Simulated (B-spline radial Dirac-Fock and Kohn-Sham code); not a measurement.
# The Si-like isoelectronic sequence (14 electrons), Z = 71 to 80

These are calculated numbers from an atomic code on a B-spline grid; the model is Dirac-Fock ΔSCF + Breit + QED. Binding energies in eV, tabulated ground configurations ([Ne] 3s2 3p2 throughout). Correlation energy is missing from these numbers.

```
  ion       2s    2p1/2    2p3/2  outermost level  NIST ionisation energy
Lu⁵⁷⁺  15191.1  14712.6  13575.9      5746.6 (3p)                5937 ± 6
Hf⁵⁸⁺  15716.4  15227.6  14015.5      5944.6 (3p)                6149 ± 6
Ta⁵⁹⁺  16253.2  15753.9  14462.3      6146.4 (3p)                6364 ± 7
 W⁶⁰⁺  16801.6  16291.7  14916.4      6351.8 (3p)                6596 ± 7
Re⁶¹⁺  17361.9  16841.2  15377.7      6561.0 (3p)               6810 ± 12
Os⁶²⁺  17934.2  17402.6  15846.4      6774.1 (3p)               7039 ± 15
Ir⁶³⁺  18518.9  17976.2  16322.3      6990.9 (3p)               7274 ± 19
Pt⁶⁴⁺        ?        ?        ?                ?                       ?
Au⁶⁵⁺  19726.2  19160.7  17296.0      7436.2 (3p)               7760 ± 30
Hg⁶⁶⁺  20349.3  19772.1  17793.9      7664.7 (3p)               8010 ± 40
```

Question: Fill in the row of Pt⁶⁴⁺.

Answer: 2s 19116.1, 2p1/2 18562.1, 2p3/2 16805.5, outermost 7211.6 (3p), NIST 7512 ± 24 eV.

NIST's values are for the lowest levels; a dash marks a value that is missing or belongs to another shell. Their kind here: semi-empirical, theoretical. Where a p, d or f shell is open in either ion the computed value averages over both j values and all terms, while the table refers to the lowest levels; that difference holds spin-orbit splitting (largest in heavy or highly charged ions), term energies where several electrons share open shells, and correlation, and it can reach 10 % or more.
